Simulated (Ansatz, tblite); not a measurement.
Cost and result up the ladder for SiEt(OAc)3 (C8H14O6Si) (29 atoms). Charge 0, multiplicity 1. Geometry: PBE-D4/def2-SVP.

Cartesian coordinates in Å:
```
Si -0.0084 0.2698 0.2435
C -0.5333 1.3762 1.6373
C -0.2965 0.7794 3.0334
H -1.6092 1.5928 1.4622
H 0.0169 2.3318 1.5084
H -0.6576 1.4643 3.8270
H -0.8264 -0.1871 3.1589
H 0.7817 0.5963 3.2226
O 1.5935 -0.3279 0.3705
C 2.6329 0.5503 0.4482
C 3.9639 -0.1547 0.4827
O 2.4674 1.7558 0.4784
H 4.7777 0.5795 0.6097
H 4.1055 -0.7179 -0.4617
H 3.9797 -0.8985 1.3035
O -0.0566 0.9594 -1.3170
C -1.2776 1.1793 -1.8804
C -1.1754 1.4927 -3.3461
O -2.3084 1.0892 -1.2364
H -2.1512 1.8328 -3.7333
H -0.8693 0.5623 -3.8674
H -0.3877 2.2477 -3.5319
O -0.9223 -1.1599 0.3609
C -1.2253 -2.0196 -0.6574
C -2.1246 -3.1312 -0.1795
O -0.8216 -1.8751 -1.7928
H -2.2874 -3.8608 -0.9913
H -3.0957 -2.6998 0.1393
H -1.6848 -3.6272 0.7085
```

Ansatz on 4 threads of Arm Neoverse V1 on a shared host; xTB runs through tblite on one thread. Times are rough, summed over both states, and most runs start from the orbitals of an earlier one. PBE0-D4/def2-SVP serves as the yardstick here, not as an exact answer. The other state is a doublet.

The xTB rows come from tblite. HOMO above LUMO, or a gap near zero within one spin, warns that the state may not be the lowest or that an electron is smeared out.

Raw xTB energies of ions are shifted by several eV.

```
           level  functions  wall time
        GFN2-xTB         79    0.051 s
        GFN1-xTB         93    0.063 s
 PBE-D4/def2-SVP        284       18 s
PBE0-D4/def2-SVP        284       38 s
```

Estimate what each level gives for the vertical IE (eV).


| level | vertical IE (eV) | difference from PBE0-D4/def2-SVP (eV) | remarks |
| --- | --- | --- | --- |
| GFN2-xTB | 13.55 | 3.94 | – |
| GFN1-xTB | 14.30 | 4.69 | – |
| PBE-D4/def2-SVP | 8.66 | -0.95 | gap within one spin near zero (+1 doublet) |
| PBE0-D4/def2-SVP | 9.61 | 0.00 | – |
